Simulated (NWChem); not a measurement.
# C3H7Si, doublet; SMILES C1C[SiH]C1

```xyz
11

C      0.2027    -1.2588     0.0000
C     -0.1584    -0.3497     1.2207
Si     0.0190     1.1226     0.0000
C     -0.1584    -0.3497    -1.2207
H      1.2774    -1.4701     0.0000
H     -0.3281    -2.2208     0.0000
H     -1.1905    -0.5101     1.5483
H      0.5020    -0.4250     2.0883
H      1.4248     1.6616     0.0000
H      0.5020    -0.4250    -2.0883
H     -1.1905    -0.5101    -1.5483
```
Atoms are numbered in this order, from 1.

Level: B3LYP/6-31G* (spherical d), spin-unrestricted (NWChem), optimised geometry, unscaled harmonic frequencies. In the optimisation the excess spin sits in a' (Cs, its own frame).

Task: List the harmonic frequencies with IR intensities, and the thermochemistry.

Result: 
```json
[
 {"frequency (cm⁻¹)": "156", "IR intensity (km/mol)": "0.3"},
 {"frequency (cm⁻¹)": "420", "IR intensity (km/mol)": "7.1"},
 {"frequency (cm⁻¹)": "561", "IR intensity (km/mol)": "2.3"},
 {"frequency (cm⁻¹)": "585", "IR intensity (km/mol)": "18.0"},
 {"frequency (cm⁻¹)": "626", "IR intensity (km/mol)": "11.1"},
 {"frequency (cm⁻¹)": "678", "IR intensity (km/mol)": "11.3"},
 {"frequency (cm⁻¹)": "804", "IR intensity (km/mol)": "52.7"},
 {"frequency (cm⁻¹)": "806", "IR intensity (km/mol)": "8.6"},
 {"frequency (cm⁻¹)": "892", "IR intensity (km/mol)": "8.3"},
 {"frequency (cm⁻¹)": "934", "IR intensity (km/mol)": "30.1"},
 {"frequency (cm⁻¹)": "948", "IR intensity (km/mol)": "2.2"},
 {"frequency (cm⁻¹)": "983", "IR intensity (km/mol)": "9.0"},
 {"frequency (cm⁻¹)": "1079", "IR intensity (km/mol)": "0.0"},
 {"frequency (cm⁻¹)": "1156", "IR intensity (km/mol)": "6.0"},
 {"frequency (cm⁻¹)": "1217", "IR intensity (km/mol)": "1.3"},
 {"frequency (cm⁻¹)": "1246", "IR intensity (km/mol)": "0.2"},
 {"frequency (cm⁻¹)": "1301", "IR intensity (km/mol)": "0.1"},
 {"frequency (cm⁻¹)": "1478", "IR intensity (km/mol)": "2.8"},
 {"frequency (cm⁻¹)": "1492", "IR intensity (km/mol)": "3.7"},
 {"frequency (cm⁻¹)": "1518", "IR intensity (km/mol)": "2.2"},
 {"frequency (cm⁻¹)": "2138", "IR intensity (km/mol)": "201.2"},
 {"frequency (cm⁻¹)": "3030", "IR intensity (km/mol)": "45.1"},
 {"frequency (cm⁻¹)": "3083", "IR intensity (km/mol)": "6.8"},
 {"frequency (cm⁻¹)": "3083", "IR intensity (km/mol)": "30.6"},
 {"frequency (cm⁻¹)": "3099", "IR intensity (km/mol)": "16.1"},
 {"frequency (cm⁻¹)": "3141", "IR intensity (km/mol)": "9.9"},
 {"frequency (cm⁻¹)": "3143", "IR intensity (km/mol)": "26.4"}
]
```

```json
{
  "zero_point_energy": "56.6 kcal/mol",
  "thermal correction to the enthalpy at 298.15 K (with zero-point energy)": "60.2 kcal/mol",
  "heat capacity Cv": "17.7 cal/(mol K)",
  "entropy at 298.15 K and 1 atm (symmetry number 1, electronic part: spin degeneracy alone)": "71.1 cal/(mol K)",
  "dipole_moment": "0.89 D"
}
```

Rigid rotor and harmonic oscillator.
